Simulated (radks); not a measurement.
Results of a calculation; reference values are marked as such.
Spherical quantum dot in the effective-mass picture: electrons in a parabolic well V = omega^2 r^2 / 2 with omega = 0.0682, with a point charge +1 (a donor) at the centre, all in effective atomic units (hartree* = m*/eps^2 hartree, bohr* = eps/m* bohr), one dielectric constant everywhere. Level of theory: non-relativistic Kohn-Sham, exchange-only LDA, spin-polarised, spherical densities (a radial shooting solver with Libxc functionals). Levels are named by radial order and angular momentum (1s, 1p, 1d, 2s, ...), and open shells are averaged over m. Results are scaled to m* = 0.094 and eps = 10.8, for which hartree* = 21.93 meV and bohr* = 6.08 nm. Each electron was tried in the lowest free levels, single moves between levels near the top were tried too, and the lowest total energy was kept; such a search can miss a lower state. At N = 1 the Hartree and exchange-correlation terms need not cancel, so that row can carry a self-interaction error.

| N | open shells | 2S | E (meV) | mu = E(N) - E(N-1) (meV) | addition energy mu(N+1) - mu(N) (meV) | rms radius (nm) |
|---|---|---|---|---|---|---|
| 1 | 1s(up 1, down 0) | 1 | -9.85123 | -9.8512 | 11.00 | 11.00 |
| 2 | none | 0 | -8.70008 | 1.1512 | 6.055 | 17.11 |
| 3 | 1p(up 1, down 0) | 1 | -1.49364 | 7.2064 | 2.194 | 29.20 |
| 4 | 1p(up 2, down 0) | 2 | 7.90637 | 9.4000 | 2.200 | 35.58 |
| 5 | 1p(up 3, down 0) | 3 | 19.5065 | 11.600 | 2.310 | 40.19 |
| 6 | 1p(up 3, down 0) 2s(up 1, down 0) | 4 | 33.4167 | 13.910 | 2.514 | 44.07 |
| 7 | 1p(up 3, down 0) 1d(up 1, down 0) 2s(up 1, down 0) | 5 | 49.8411 | 16.424 | 1.816 | 47.70 |
| 8 | 1p(up 3, down 0) 1d(up 2, down 0) 2s(up 1, down 0) | 6 | 68.0817 | 18.241 | 1.766 | 50.76 |
| 9 | 1p(up 3, down 0) 1d(up 3, down 0) 2s(up 1, down 0) | 7 | 88.0881 | 20.006 | 1.717 | 53.44 |
| 10 | 1p(up 3, down 0) 1d(up 4, down 0) 2s(up 1, down 0) | 8 | 109.811 | 21.723 | 1.671 | 55.84 |
| 11 | 1p(up 3, down 0) 1d(up 5, down 0) 2s(up 1, down 0) | 9 | 133.205 | 23.394 | 2.256 | 58.03 |
| 12 | 1p(up 3, down 0) 1d(up 5, down 0) 2s(up 1, down 0) 1f(up 1, down 0) | 10 | 158.854 | 25.649 | 1.535 | 60.25 |
| 13 | 1p(up 3, down 0) 1d(up 5, down 0) 2s(up 1, down 0) 1f(up 2, down 0) | 11 | 186.038 | 27.184 | 1.506 | 62.29 |
| 14 | 1p(up 3, down 0) 1d(up 5, down 0) 2s(up 1, down 0) 1f(up 3, down 0) | 12 | 214.728 | 28.690 | 1.478 | 64.18 |
| 15 | 1p(up 3, down 0) 1d(up 5, down 0) 2s(up 1, down 0) 1f(up 4, down 0) | 13 | 244.896 | 30.168 | 1.451 | 65.94 |
| 16 | 1p(up 3, down 0) 1d(up 5, down 0) 2s(up 1, down 0) 1f(up 5, down 0) | 14 | 276.515 | 31.619 | 1.426 | 67.60 |
| 17 | 1p(up 3, down 0) 1d(up 5, down 0) 2s(up 1, down 0) 1f(up 6, down 0) | 15 | 309.560 | 33.045 | 1.402 | 69.17 |
| 18 | 1p(up 3, down 0) 1d(up 5, down 0) 2s(up 1, down 0) 1f(up 7, down 0) | 16 | 344.007 | 34.447 | 1.918 | 70.67 |
| 19 | 1p(up 3, down 0) 1d(up 5, down 0) 2s(up 1, down 0) 1f(up 7, down 0) 3s(up 1, down 0) | 17 | 380.372 | 36.365 | 1.347 | 72.17 |
| 20 | 1p(up 3, down 0) 1d(up 5, down 0) 2s(up 1, down 0) 1f(up 7, down 0) 1g(up 1, down 0) 3s(up 1, down 0) | 18 | 418.084 | 37.712 | 1.309 | 73.62 |
| 21 | 1p(up 3, down 0) 1d(up 5, down 0) 2s(up 1, down 0) 1f(up 7, down 0) 1g(up 2, down 0) 3s(up 1, down 0) | 19 | 457.105 | 39.021 | 1.273 | 75.00 |
| 22 | 1p(up 3, down 0) 1d(up 5, down 0) 2s(up 1, down 0) 1f(up 7, down 0) 2p(up 2, down 0) 1g(up 2, down 0) | 20 | 497.399 | 40.294 | 1.282 | 76.28 |
| 23 | 1p(up 3, down 0) 1d(up 5, down 0) 2s(up 1, down 0) 1f(up 7, down 0) 2p(up 2, down 0) 1g(up 3, down 0) | 21 | 538.975 | 41.576 | 1.250 | 77.55 |
| 24 | 1p(up 3, down 0) 1d(up 5, down 0) 2s(up 1, down 0) 1f(up 7, down 0) 2p(up 3, down 0) 1g(up 3, down 0) | 22 | 581.801 | 42.826 | 1.239 | 78.76 |
| 25 | 1p(up 3, down 0) 1d(up 5, down 0) 2s(up 1, down 0) 1f(up 7, down 0) 2p(up 3, down 0) 1g(up 4, down 0) | 23 | 625.866 | 44.065 | 1.231 | 79.95 |
| 26 | 1p(up 3, down 0) 1d(up 5, down 0) 2s(up 1, down 0) 1f(up 7, down 0) 2p(up 3, down 0) 1g(up 5, down 0) | 24 | 671.162 | 45.296 | 1.217 | 81.10 |
| 27 | 1p(up 3, down 0) 1d(up 5, down 0) 2s(up 1, down 0) 1f(up 7, down 0) 2p(up 3, down 0) 1g(up 6, down 0) | 25 | 717.675 | 46.513 | 1.204 | 82.21 |
| 28 | 1p(up 3, down 0) 1d(up 5, down 0) 2s(up 1, down 0) 1f(up 7, down 0) 2p(up 3, down 0) 1g(up 7, down 0) | 26 | 765.391 | 47.716 | 1.191 | 83.30 |
| 29 | 1p(up 3, down 0) 1d(up 5, down 0) 2s(up 1, down 0) 1f(up 7, down 0) 2p(up 3, down 0) 1g(up 8, down 0) | 27 | 814.298 | 48.907 | 1.178 | 84.35 |
| 30 | 1p(up 3, down 0) 1d(up 5, down 0) 2s(up 1, down 0) 1f(up 7, down 0) 2p(up 3, down 0) 1g(up 9, down 0) | 28 | 864.383 | 50.085 | 1.156 | 85.37 |
| 31 | 1p(up 3, down 0) 1d(up 5, down 0) 2s(up 1, down 0) 1f(up 7, down 0) 2p(up 3, down 0) 1g(up 9, down 0) 3s(up 1, down 0) | 29 | 915.625 | 51.241 | 1.615 | 86.36 |
| 32 | 1p(up 3, down 0) 1d(up 5, down 0) 2s(up 1, down 0) 1f(up 7, down 0) 2p(up 3, down 0) 1g(up 9, down 0) 2d(up 1, down 0) 3s(up 1, down 0) | 30 | 968.481 | 52.856 | 1.127 | 87.37 |
| 33 | 1p(up 3, down 0) 1d(up 5, down 0) 2s(up 1, down 0) 1f(up 7, down 0) 2p(up 3, down 0) 1g(up 9, down 0) 2d(up 1, down 0) 3s(up 1, down 0) 1h(up 1, down 0) | 31 | 1022.46 | 53.983 | 1.117 | 88.35 |
| 34 | 1p(up 3, down 0) 1d(up 5, down 0) 2s(up 1, down 0) 1f(up 7, down 0) 2p(up 3, down 0) 1g(up 9, down 0) 2d(up 2, down 0) 3s(up 1, down 0) 1h(up 1, down 0) | 32 | 1077.56 | 55.100 | 1.097 | 89.31 |
| 35 | 1p(up 3, down 0) 1d(up 5, down 0) 2s(up 1, down 0) 1f(up 7, down 0) 2p(up 3, down 0) 1g(up 9, down 0) 2d(up 2, down 0) 3s(up 1, down 0) 1h(up 2, down 0) | 33 | 1133.76 | 56.197 | 1.100 | 90.25 |
| 36 | 1p(up 3, down 0) 1d(up 5, down 0) 2s(up 1, down 0) 1f(up 7, down 0) 2p(up 3, down 0) 1g(up 9, down 0) 2d(up 2, down 0) 3s(up 1, down 0) 1h(up 3, down 0) | 34 | 1191.06 | 57.297 | 1.087 | 91.16 |
| 37 | 1p(up 3, down 0) 1d(up 5, down 0) 2s(up 1, down 0) 1f(up 7, down 0) 2p(up 3, down 0) 1g(up 9, down 0) 2d(up 3, down 0) 3s(up 1, down 0) 1h(up 3, down 0) | 35 | 1249.44 | 58.384 | 1.073 | 92.05 |
| 38 | 1p(up 3, down 0) 1d(up 5, down 0) 2s(up 1, down 0) 1f(up 7, down 0) 2p(up 3, down 0) 1g(up 9, down 0) 2d(up 3, down 0) 3s(up 1, down 0) 1h(up 4, down 0) | 36 | 1308.90 | 59.457 | 1.074 | 92.93 |
| 39 | 1p(up 3, down 0) 1d(up 5, down 0) 2s(up 1, down 0) 1f(up 7, down 0) 2p(up 3, down 0) 1g(up 9, down 0) 2d(up 3, down 0) 3s(up 1, down 0) 1h(up 5, down 0) | 37 | 1369.43 | 60.531 | 1.061 | 93.79 |
| 40 | 1p(up 3, down 0) 1d(up 5, down 0) 2s(up 1, down 0) 1f(up 7, down 0) 2p(up 3, down 0) 1g(up 9, down 0) 2d(up 4, down 0) 3s(up 1, down 0) 1h(up 5, down 0) | 38 | 1431.02 | 61.591 | - | 94.63 |

All shells are closed at N = 2 (there: 1s2); the second difference of the energy has clear peaks (12 % above both neighbours; the first and last values, which can be the largest, are not judged, and half-filled shells can peak too) at N = 11, 18, 31.
